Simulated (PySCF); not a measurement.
GeI₄, charge -1, doublet, geometry from GFN2-xTB (a state made from the parent by changing its charge; the spin is typed, not shown lowest) (all electrons, no relativity) (in this run its highest filled SCF level lies above zero, so its values depend strongly on the basis, on diffuse functions most of all). Base run: PBE/STO-3G run with PySCF.

Geometry (Å):
```xyz
5

I     -1.0150     2.4431    -0.8307
Ge     0.0000     0.0000     0.0000
I     -1.8932    -1.9806    -0.4265
I      0.6148     0.1247     2.7010
I      2.2934    -0.5872    -1.4438
```
Charge -1, spin multiplicity 2.
Orbitals are unrestricted.
All else is at PySCF's defaults.

The base run was repeated with changes; each row names its change, and settings that it needs were set with it.

```tsv
change	E (Eh)	HOMO (eV)	<S^2>	core-seconds (rough)	outcome
base	-29461.61416	2.60	0.751	20	converged
functional = b3lyp; dispersion = d4	-29464.53809	1.97	0.752	20	converged
functional = mn12l	-29434.75466	3.24	0.751	90	converged
functional = wb97m_v	-	-	-	-	cut at the time limit
functional = pw91,pw91	-29465.63540	2.48	0.751	20	converged
functional = m062x	-29465.49092	1.06	0.754	40	converged
functional = pbe; dispersion = d4	-29461.62724	2.60	0.751	20	converged
functional = lda,vwn	-29436.69347	2.54	0.750	20	converged
functional = mn15	-29446.62097	1.68	0.751	40	converged
functional = b97-1	-29463.45706	2.10	0.751	30	converged
functional = pw6b95	-29474.33684	1.61	0.752	40	converged
functional = revpbe	-29462.89013	2.60	0.751	20	converged
functional = o3lyp	-29472.23728	2.19	0.751	30	converged
```

Absolute energies of different levels of theory aren't comparable as measures of quality.

Open shells are given as the SCF converged; they aren't shown to be the lowest states, and a large step between rows can be another state.
